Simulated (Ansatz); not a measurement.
The pair A = PH3 (SMILES P) (first 4 atoms), B = H2 (SMILES [H][H]); geometry from B3LYP-D3(BJ)/def2-TZVP.
(charge 0, multiplicity 1):
```xyz
6

P     -0.1717     0.1568    -0.1407
H     -1.4919    -0.1172     0.2992
H     -0.4900    -0.0507    -1.5078
H      0.2610    -1.1800     0.0525
H      0.0829    -0.2680     3.5127
H      0.3082     0.2220     2.9995
```

Frozen-core correlation. MP2 and its Hartree–Fock in aug-cc-pV(Q+d)Z are density fitted.

The values were computed with Ansatz (Gaussian basis) for Hartree–Fock, density functionals and correlated methods. 

Total energies (hartree), monomers frozen at their geometry in the pair:

```
structure              HF/aug-cc-pV(D+d)Z  HF/aug-cc-pV(Q+d)Z  CCSD(T)/aug-cc-pV(Q+d)Z
---------------------  ------------------  ------------------  -----------------------
AB                           -343.6059289        -343.6267509             -343.8853187
A in the pair's basis        -342.4775755        -342.4937925             -342.7109066
B in the pair's basis          -1.1288413          -1.1334321               -1.1738709
A                            -342.4774972        -342.4937893             -342.7108736
B                              -1.1288160          -1.1334293               -1.1738637
```

Question: Work out the interaction energy without and with the counterpoise correction, and the superposition error, for each level.

Answer: 
E(AB) − E(A) − E(B), times 627.509 kcal/mol, with the monomers in their own basis and then in the pair's basis:
- HF/aug-cc-pV(D+d)Z: 0.24 uncorrected, 0.31 corrected; the monomers gain 0.07 kcal/mol from borrowed functions
- HF/aug-cc-pV(Q+d)Z: 0.29 uncorrected, 0.30 corrected; the monomers gain 0.00 kcal/mol from borrowed functions
- CCSD(T)/aug-cc-pV(Q+d)Z: -0.36 uncorrected, -0.34 corrected; the monomers gain 0.03 kcal/mol from borrowed functions

Ansatz is a program for electronic structure.
